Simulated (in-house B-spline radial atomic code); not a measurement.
## RPA and G0W0 on LDA exchange-only: the zinc ion Zn²⁺

Configuration [Ar] 3d10, mean-field start LDA exchange-only. Computed with an all-electron radial atomic-structure program (B-spline basis): all electrons, non-relativistic, point nucleus, each spin shell either full or empty, empty states to l = 9 with an (l + 1/2)⁻⁴ tail; G0W0 by contour deformation at full frequency.

Command:
```bash
python run_gw.py task.json out
```
Settings (radii: box in bohr, nucleus in fm):
```
Z                        30
electrons                28
configuration            [Ar] 3d10
hamiltonian              nr
method                   lda,
lmax                     9
spin_polarised           False
box_radius               17.55
intervals                52
```

Time taken, with all properties: 2 s on 1 thread of Arm Neoverse N1 (shared host).

Energies (hartree):

| term | value |
| --- | --- |
| mean-field total | -1772.94807 |
| Hartree-Fock functional on these orbitals | -1776.90977 |
| direct second order | -2.6668 |
| second-order exchange | 0.75226 |
| SOSEX correction | 0.66651 |

What is the RPA correlation energy, and what remains with SOSEX?

RPA gives -2.1568 hartree (-2.1 eV per electron); RPA + SOSEX gives -1.4903, and the second-order doubles -1.9146 hartree (no singles). SOSEX takes back 31 % of the RPA value.

Quasi-particle levels (eV):

```csv
level,occupied,mean field,Σx - vxc,Σc,QP weight,G0W0
3d,yes,-29.802,-14.17,?,?,?
4s,no,-21.695,5.21,-1.57,0.968,-18.048
```

G0W0 = mean field + (Σx - vxc) + Σc, with Σc (partial-wave tail included) taken at the quasi-particle energy. Only the outer levels were computed. Levels of low weight are left out.

Where does G0W0 put 3d?

At -40.39 eV, with Σc = 3.58 eV and a quasi-particle weight of 0.843. The tabulated removal energy is 39.723 eV (NIST, measured); the calculation leaves out relativity, Breit and QED terms, and what these don't explain is the method's own error.
